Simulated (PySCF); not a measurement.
Predicted microwave data (PySCF 2.14.0, PBE0-D3(BJ)/def2-SVP geometry optimisation, gas phase) for one isomer of CH3NOSi:

| Property | Result |
| --- | --- |
| Rotational constants | A = 17441, B = 3418, C = 2978 MHz |
| Dipole components | \|μa\| = 2.71 D, \|μb\| = 0.35 D, \|μc\| = 1.20 D |
| Inertial defect | -7.10 u·Å² |
| κ | -0.94 |

**Question.** Which candidate fits, each taken in the one conformer that was computed?
A. `[N:1]#[C:2][SiH2:3][OH:4]` with C2–Si3–O4–H 61°
B. `O=C=N[SiH3]` (Si(NCO)H3)

**Answer.** A. It is N#C[SiH2]O, a near-prolate asymmetric top. The candidates at the same level (rigid rotor, commonest isotopes):

| SMILES | A (MHz) | B (MHz) | C (MHz) | μa (D) | μb (D) | μc (D) | Δ (u·Å²) | point group | rotor |
| --- | --- | --- | --- | --- | --- | --- | --- | --- | --- |
| N#C[SiH2]O | 17441 | 3418 | 2978 | 2.71 | 0.35 | 1.20 | -7.10 | – | near-prolate asymmetric top |
| [H][Si]([H])([H])N=C=O | 84066 | 2443 | 2442 | 2.12 | 0.03 | 0.00 | -5.99 | – | – |

`[H][Si]([H])([H])N=C=O` has A 382 % too high. No structure here is proved a minimum.
